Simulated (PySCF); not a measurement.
Charge on either side of a bond

Species: C6H8NO2S (charge -1).
SMILES with atom numbers: `[CH2-:1][S:2](=[O:3])(=[O:4])[CH2:5][n:6]1[cH:7][cH:8][cH:9][cH:10]1` (hydrogens: H11, H12 on C1; H13, H14 on C5; H15 on C7; H16 on C8; H17 on C9; H18 on C10)

Geometry (GFN2-xTB, Å), atoms numbered from 1 in this order:
```xyz
18
C6H8NO2S angstrom
C      2.394    1.040   -0.188
S      2.038   -0.578   -0.519
O      1.693   -0.778   -1.924
O      3.075   -1.472   -0.004
C      0.472   -1.319    0.375
N     -0.639   -0.467    0.207
C     -1.141    0.388    1.134
C     -2.138    1.132    0.556
C     -2.229    0.717   -0.784
C     -1.286   -0.263   -0.966
H      1.538    1.628   -0.507
H      2.544    1.115    0.886
H      0.332   -2.282   -0.108
H      0.738   -1.434    1.422
H     -0.758    0.404    2.137
H     -2.730    1.888    1.039
H     -2.906    1.095   -1.528
H     -1.005   -0.809   -1.845
```

Atomic charges (e) from the PBE0/pcSseg-1 density (PySCF):

```csv
atom,Mulliken,IAO,Hirshfeld,ESP-fitted
C1,-0.5116,-0.9422,-0.3686,-1.2133
S2,+0.8876,+1.9374,+0.4106,+1.2454
O3,-0.6260,-0.9634,-0.3954,-0.6369
O4,-0.6352,-0.9712,-0.4143,-0.6475
C5,-0.1126,-0.3942,-0.0676,-0.7130
N6,-0.5563,-0.0425,-0.0042,+0.4019
C7,+0.1526,-0.1322,-0.0507,-0.3825
C8,-0.1974,-0.2447,-0.1257,-0.2436
C9,-0.1881,-0.2432,-0.1222,-0.2995
C10,+0.1753,-0.1192,-0.0401,-0.2820
H11,+0.0771,+0.1222,-0.0151,+0.3181
H12,+0.0495,+0.1099,-0.0172,+0.2696
H13,+0.1199,+0.1527,+0.0326,+0.2076
H14,+0.1106,+0.1466,+0.0332,+0.2100
H15,+0.0688,+0.1445,+0.0408,+0.2083
H16,+0.0467,+0.1349,+0.0287,+0.1682
H17,+0.0480,+0.1365,+0.0302,+0.1759
H18,+0.0911,+0.1681,+0.0446,+0.2135
```

**Question.** Cut each of the bonds C1–S2, S2–C5 and C5–N6 in turn and sum the charges on the side of the atom named first.

**Answer.** In e; the other side holds the total charge, -1, less this:

```json
{"bond cut": "C1–S2", "piece": "CH2", "atoms": "3", "Mulliken": "-0.385", "IAO": "-0.710", "Hirshfeld": "-0.401", "ESP-fitted": "-0.626"}
{"bond cut": "S2–C5", "piece": "CH2O2S", "atoms": "6", "Mulliken": "-0.759", "IAO": "-0.707", "Hirshfeld": "-0.800", "ESP-fitted": "-0.665"}
{"bond cut": "C5–N6", "piece": "C2H4O2S", "atoms": "9", "Mulliken": "-0.641", "IAO": "-0.802", "Hirshfeld": "-0.802", "ESP-fitted": "-0.960"}
```

Extremes among these pieces. Mulliken: lowest CH2O2S at S2, highest CH2 at C1; IAO: lowest C2H4O2S at C5, highest CH2O2S at S2; Hirshfeld: lowest C2H4O2S at C5, highest CH2 at C1; ESP-fitted: lowest C2H4O2S at C5, highest CH2 at C1.

**Question.** Do the schemes agree better on the pieces than on the single atoms at the cuts?

**Answer.** The spread between schemes averages 0.260 e for the pieces and 1.006 e for the atoms named first; it is smaller for the piece at 3 of the 3 cuts. On average they agree better on the pieces.

One conformer (not necessarily the lowest) at the GFN2-xTB geometry, without solvent, vibrations or thermal averaging. The pcSseg-1 basis has no diffuse functions, a weakness for an anion.

The run behind these numbers computed NMR shieldings as well. The run took 90 s wall on Arm Neoverse N1, one thread (shared host).
